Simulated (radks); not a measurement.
Results of a calculation; reference values are marked as such.
Question: These are the eigenvalues of the occupied orbitals of an atom or ion with whole-number occupations (eV). Code: a radial shooting solver on a logarithmic mesh with Libxc functionals. Model: scalar-relativistic Kohn-Sham, PBE, spin-polarised, spherical densities, finite nucleus; Fermi nuclear charge, rms radius of each element as measured or else 0.836 A^(1/3) + 0.57 fm.

1s up: -17831.23
1s down: -17831.22
2s up: -2476.388
2s down: -2476.224
2p up: -2209.036
2p down: -2208.913
3s up: -411.3328
3s down: -411.2291
3p up: -324.2338
3p down: -324.1200
3d up: -181.3056
3d down: -181.1391
4s up: -61.5466
4s down: -60.4352
4p up: -39.6063
4p down: -38.2837
4d up: -10.6494
5s up: -10.5348

Which element is it, and in what charge state? The configuration may be excited. Open shells, if any, are filled with parallel spins first.

Answer: Z = 40, zirconium, charge +1: Zr+ in [Kr] 4d2 5s1. The list shows which subshells hold electrons but not how many an open one holds; the 1s level, -655.29 hartree, gives Z - s = 36.2 by -(Z - s)^2/2, which with screening and relativity narrows Z to a few neighbours, and the depths of the outer levels then fix element, charge and occupations together.
